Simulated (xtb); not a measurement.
Harmonic IR lines of one isomer of C₂H₂O₂, unscaled. Calculation: xtb with GFN2-xTB.

```tsv
wavenumber (cm⁻¹)	relative intensity
476	3.0
530	4.6
836	3.8
927	16
1188	9.4
2101	100
```

Say which structure gives these lines.
A) `O=C1CO1`
B) `O=CC=O`
C) `O=C=CO`

A, `O=C1CO1`
